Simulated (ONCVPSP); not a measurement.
**Which change was made? (Sm, ONCV)**

samarium, optimised norm-conserving Vanderbilt (ONCV), made with ONCVPSP 4.0.1 (PW91, scalar-relativistic). Core [Kr] 4d10, reference 4f6 5s2 5p6 6s2. Waves: 5s+6s: rc 2.05 bohr, ncon 4, nbas 7, qcut 6.2 1/bohr, 2 projectors; 5p: rc 2.30 bohr, ncon 5, nbas 8, qcut 5.1 1/bohr, 2 projectors, debl 3 Ha; d scattering state at 0.41 Ha: rc 2.00 bohr, ncon 3, nbas 7, qcut 4.5 1/bohr, 2 projectors, debl 3.3 Ha; 4f: rc 0.95 bohr, ncon 5, nbas 9, qcut 18.6 1/bohr, 2 projectors, debl 1.8 Ha. Local part: polynomial inside 0.90 bohr (lpopt 3, dvloc0 4 Ha). Core correction: Teter function, fcfact 4.75, rcfact 1.5.

In the d channel the program set the typed energies aside and used 0.050, 3.350 Ha.

Cutoffs, loose and tight: the cutoffs (Ha) at which the residual kinetic energy of the hardest occupied pseudo-wave falls to 1 and 0.1 mHa per electron. They do not see the model core or the augmentation charge, which bear on the density cutoff. Test errors are all-electron minus pseudo excitation energies from the reference, over the configurations 4f6 5s2 5p6 6s1; 4f6 5s2 5p6 6s0; 4f5 5s2 5p6 6s0; 4f5 5s2 5p6 6s2; variants that change the core or the reference have their own tests.

The base gives: outcome: generated, projector energies reset by the program; cutoff, loose: 148 Ha; cutoff, tight: 276 Ha; bound ghosts: s; GHOST(+) flags above zero: p; largest test error (meV): tests left out (the all-electron energies of this program are off by 10 to 40 meV for near-neutral 4f atoms).

**Question.** After one change the result is: outcome: failed: ERROR pspot: first pseudo wave function has node, program will stop. Which change was it?
A. f: qcut 24.3
B. f: qcut 27.2
C. f: qcut 12.4

**Answer.** B. The others give: f: qcut 12.4 → outcome: generated, projector energies reset by the program; cutoff, loose: 370 Ha; cutoff, tight: 459 Ha; bound ghosts: s; GHOST(+) flags above zero: p; largest test error (meV): tests left out (the all-electron energies of this program are off by 10 to 40 meV for near-neutral 4f atoms) | f: qcut 24.3 → outcome: generated, projector energies reset by the program; cutoff, loose: 181 Ha; cutoff, tight: 244 Ha; bound ghosts: s; GHOST(+) flags above zero: p; largest test error (meV): tests left out (the all-electron energies of this program are off by 10 to 40 meV for near-neutral 4f atoms).
